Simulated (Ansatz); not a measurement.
C$_{8}$H$_{14}$FNOZr, SMILES `C[O][Zr]1234([F])([N](C)C)[C@H]5[C@@H]1[C@@H]2[C@@H]3[C@H]54` at its PBE0-D4/def2-TZVP geometry, where that method's forces vanish. Total charge 0; spin multiplicity 1. Zr takes the def2 core potential.

```xyz
26

C    -0.9167   -2.2361   -2.2617
O    -0.3853   -1.0590   -1.7558
Zr    0.5994    0.0637   -0.5434
F     2.1374    0.8345   -1.4433
N    -0.6618    1.6378   -0.2486
C    -0.1666    2.8230    0.4029
C    -2.0937    1.6392   -0.3882
C     1.7977   -0.0597    1.6806
C     0.4465   -0.3803    1.9379
C     0.1697   -1.6140    1.3134
C     1.3549   -2.0645    0.6872
C     2.3578   -1.1054    0.9133
H    -0.8567   -3.0482   -1.5258
H    -1.9701   -2.0953   -2.5283
H    -0.3771   -2.5485   -3.1624
H    -0.5730    2.9415    1.4204
H     0.9259    2.8033    0.4814
H    -0.4268    3.7292   -0.1629
H    -2.6051    1.6861    0.5868
H    -2.4362    2.5046   -0.9743
H    -2.4313    0.7370   -0.9031
H     2.3159    0.8289    2.0127
H    -0.2533    0.2192    2.5009
H    -0.7828   -2.1248    1.3113
H     1.4627   -2.9748    0.1150
H     3.3685   -1.1378    0.5342
```

(1) What forces (eV/Å) does ωB97M-V/def2-TZVPP give on these atoms in Ansatz? (Best estimate.)

## Answers

(1) The calculation gave: 
```
C1  -0.186 -0.352 -0.188
O2   0.111  0.233  0.094
Zr3  0.015  0.021 -0.013
F4   0.034  0.021 -0.019
N5   0.155 -0.218 -0.095
C6   0.074  0.292  0.137
C7  -0.336  0.050 -0.034
C8   0.069  0.138  0.054
C9  -0.068  0.040  0.116
C10 -0.148 -0.061  0.020
C11  0.024 -0.113 -0.085
C12  0.136 -0.016 -0.046
H13  0.001  0.071 -0.054
H14  0.099 -0.020  0.024
H15 -0.053  0.027  0.086
H16  0.029 -0.014 -0.071
H17 -0.051 -0.003 -0.002
H18  0.022 -0.068  0.049
H19  0.041 -0.006 -0.070
H20  0.020 -0.068  0.047
H21  0.017  0.053  0.031
H22 -0.032 -0.060 -0.016
H23  0.041 -0.035 -0.037
H24  0.060  0.029  0.005
H25 -0.006  0.057  0.039
H26 -0.069  0.002  0.028
```
